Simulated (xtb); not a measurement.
Al(H)(OMe)2 (C₂H₇AlO₂), SMILES C[O][AlH][O]C. All values are semi-empirical tight-binding results from xtb (GFN2-xTB unless named), good for trends rather than for accurate numbers. Geometry optimised at GFN2-xTB. The structure was generated by enumeration; whether it is a known compound was not checked. One conformer was computed; it need not be the lowest.

Optimised geometry:

```xyz
12

Al    -0.2802     0.1833     0.5970
H     -0.8918     0.5835     1.9009
O     -0.7837     1.0574    -0.7057
C     -1.2378     1.8272    -1.7807
H     -1.1777     2.8888    -1.5286
H     -0.6277     1.6388    -2.6673
H     -2.2771     1.5756    -2.0060
O      0.7930    -1.0636     0.6863
C      1.6940    -2.1256     0.8083
H      1.9786    -2.4978    -0.1787
H      2.5926    -1.7928     1.3338
H      1.2342    -2.9392     1.3746
```

For metal compounds this method's bond lengths and energies can be far off.

Computed properties:
```yaml
point_group_as_xtb_finds_it: C2
orbital_gap: 5.17 eV
zero_point_energy: 55.5 kcal/mol
G − E(el) at 298.15 K (modified RRHO): 35.2 kcal/mol
```

Computed atomic charges and the Wiberg bond orders between heavy atoms:
charges (e) Al1 0.37, H2 -0.06, O3 -0.33, C4 0.04, H5 0.04, H6 0.05, H7 0.04, O8 -0.33, C9 0.04, H10 0.05, H11 0.04, H12 0.04. Bond orders Al1–O3 1.37, O3–C4 0.97, Al1–O8 1.37, O8–C9 0.97.
